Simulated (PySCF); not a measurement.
**Computed properties of Ta(O)(F)(NH2)2 (FH4N2OTa), SMILES [NH2][Ta](=[O])([NH2])[F], multiplicity 1**

Ta(O)(F)(NH2)2 (FH4N2OTa), SMILES [Ta]([NH2])([NH2])(=[O])[F], multiplicity 1. Coordinates come from a PBE0-D3(BJ)/def2-SVP optimisation. The spin state was assumed, not searched. The structure was generated by enumeration; whether it is a known compound was not checked. The def2 effective core potentials stand for the cores of Ta; spin–orbit coupling is left out. One conformer was computed; it need not be the lowest. All values are computed for the isolated molecule unless a solvent is named; none is compared with measurement here.

**Structure.** The optimised structure has Cs symmetry. All 21 harmonic modes at PBE0-D3(BJ)/def2-SVP (PySCF) are real, so it is a minimum. With heavy atoms numbered as in [Ta:1](=[O:2])([F:3])([NH2:4])[NH2:7], the shortest bond between them is Ta1–O2 at 1.718 Å and the longest Ta1–N7 at 1.979 Å.

**Vibrations.** The strongest infrared lines (harmonic, unscaled, degenerate partners summed) lie at 528 cm⁻¹ (267 km/mol, H 75 %, N 24 %), 1017 cm⁻¹ (155 km/mol, O 91 %, Ta 9 %), 682 cm⁻¹ (145 km/mol, N 71 %, H 16 %, Ta 13 %). The softest mode is at 168 cm⁻¹ and the zero-point energy is 34.9 kcal/mol.

**Electronic structure.** ωB97X/def2-TZVP (PySCF) places the frontier levels at -10.28 and 1.47 eV, a gap of 11.75 eV, and gives a dipole moment of 4.34 D and a mean polarisability of 53.8 bohr³. PBE/def2-TZVP (PySCF) at the same geometry gives -6.41 and -1.33 eV, so its gap is 6.67 eV narrower. An orbital gap is neither the optical nor the fundamental gap.

**Excitations.** TDDFT-PBE0/def2-SVPD (PySCF) has S1 at 5.81 eV (213 nm, f = 0.019, weak); the most intense of the 10 singlets computed lies at 6.98 eV (f = 0.06). T1 (TDA) is at 5.31 eV. TDDFT-PBE/def2-SVPD (PySCF) puts S1 at 5.19 eV. No vertical singlet excitation falls in the visible range (under 3.1 eV).
